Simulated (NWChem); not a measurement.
System: C3H10Si; SMILES C[SiH](C)C

Input file for NWChem:

```
start job
memory heap 200 mb stack 900 mb global 1100 mb
geometry units angstroms noautoz
  Si     0.000000     0.000000     0.367857
  C     -1.217981     1.305708    -0.232791
  C      1.739767     0.401949    -0.232791
  C     -0.521786    -1.707657    -0.232791
  H      0.000000     0.000000     1.869456
  H     -1.248972     1.338840    -1.333887
  H     -2.237371     1.094283     0.126736
  H     -0.936087     2.307888     0.126717
  H      2.466733    -0.343269     0.126717
  H      1.783955     0.412222    -1.333887
  H      2.066362     1.390479     0.126736
  H     -0.534983    -1.751061    -1.333887
  H     -1.530646    -1.964619     0.126717
  H      0.171009    -2.484762     0.126736
end
basis spherical
  * library def2-tzvpd
end
dft
  xc slater vwn_5
  iterations 150
  semidirect filesize 400000000
  mulliken
end
task dft energy
```

Coordinates come from a PBE0/def2-SVP optimisation.

**Question.** Predict the main results of this run. (LDA (Slater exchange, VWN5)/def2-TZVPD.) Quantities: energy (Ha); highest occupied level (eV); orbital gap (eV); dipole (D).

**Answer.** 
```json
{
 "energy (Ha)": "-407.59",
 "highest occupied level (eV)": "-7.32",
 "orbital gap (eV)": "6.95",
 "dipole (D)": "0.60"
}
```
